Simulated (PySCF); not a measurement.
[Cr(SH)6]2-: Cr(IV) (d2), charge -2. The structure is a model geometry with rigid ligands and bond lengths from ionic radii and bond length changed to 0.98 of its base value, not a minimum; coordination octahedral, point group S6, metal–donor distances 2.24 Å.

The d shell alone is too small an active space for [Cr(SH)6]2- (an active orbital has only 0.58 squared overlap with the free ion's shell): its levels, fitted parameters, g values and moments show what this model gives and aren't sound predictions.

```
13

Cr    0.000    0.000    0.000
S     0.000    0.000    2.244
H     1.320    0.000    2.494
S     0.000    0.000   -2.244
H    -1.320    0.000   -2.494
S     2.244    0.000    0.000
H     2.494    1.320    0.000
S    -2.244    0.000    0.000
H    -2.494   -1.320    0.000
S     0.000    2.244    0.000
H     0.000    2.494    1.320
S     0.000   -2.244    0.000
H     0.000   -2.494   -1.320
```

Method (PySCF 2.14, density fitting): CASSCF(2,5) with orbitals averaged over all microstates of the shell, strongly contracted NEVPT2 on the averaged canonical orbitals; basis x2c-TZVPall on the metal, x2c-SVPall elsewhere; spin-free X2C; IEF-PCM water; spin-orbit coupling by state interaction with the mean-field operator over all roots.

Task: What is the ground state?

Result: 3Eg (from 3T1g) (S = 1, orbital degeneracy 2), with 2.0 electrons in the lower (t2g-type) set and 0.0 in the upper (eg-type) set, by NEVPT2; the next part of the same split term lies only 60 cm⁻¹ higher, which doesn't decide their order.

Task: Where do the spin-allowed transitions within the shell lie?

Result: By NEVPT2: 3Ag (from 3T1g) at 60 cm⁻¹; 3Ag (from 3T2g) at 31259 cm⁻¹ (320 nm); 3Eg (from 3T2g) at 31343 cm⁻¹ (319 nm); 3Ag (from 3T1g) at 37338 cm⁻¹ (268 nm); 3Eg (from 3T1g) at 37491 cm⁻¹ (267 nm); 3Ag (from 3A2g) at 60460 cm⁻¹. All are electric-dipole forbidden at this geometry.

Task: Which is the lowest state of another spin?

Result: 1Eg (from 1T2g) at 10980 cm⁻¹ by NEVPT2; CASSCF alone puts it at 13023 cm⁻¹ above the same ground state.

Task: What ligand-field parameters describe the result?

Result: At CASSCF level (the NEVPT2 levels don't fit a ligand-field model well): orbital energies 0, 0, 235, 24068, 24068 cm⁻¹; 10Dq = 23990 cm⁻¹ (difference of the means of the two sets); B = 759 cm⁻¹; C = 3350 cm⁻¹; B over its free-ion value at the same level 0.603; the fit misses the states by 1481 cm⁻¹ rms, so splittings below that are unsure; ζ = 216 cm⁻¹ (free ion 319).

Task: What are the magnetic parameters?

Result: Degenerate or low-lying orbital states mix with the ground state, so no spin-only Hamiltonian applies. The lowest spin-orbit level is 2-fold; the next lies at 32.1 cm⁻¹. The two lowest states form a pseudo-doublet split by 0.000 cm⁻¹ with g_z = 1.73. μeff is 2.56 μB at 300 K and 1.11 μB at 10 K; the spin-only value is 2.83 μB.

The geometry is a model, and the complex may not exist in this form. Charge-transfer states lie outside this active space and may come lower than some of these levels. The ground state is orbitally degenerate in this regular structure, which would distort (Jahn–Teller), so its moment is that of the undistorted model. 3Ag (from 3T1g) (60 cm⁻¹) lies within 300 cm⁻¹ of 3Eg (from 3T1g) at NEVPT2 level, inside the method's error: they are parts of one split term, whose order is undecided, and g values and low-temperature moments can hang on it. NEVPT2 lifts 3Ag (from 3T2g) from 22673 to 31259 cm⁻¹; on the d shell alone it tends to overshoot states that fill the eg-type orbitals. NEVPT2 on the d shell alone tends to put d–d bands too high for such charged or covalently bound ions.

The job took 24 s on one thread of Arm Neoverse V1 (shared host), with 186 basis functions and a peak of 0.52 GiB, launched as `OMP_NUM_THREADS=1 python lf_run.py task.json out`.
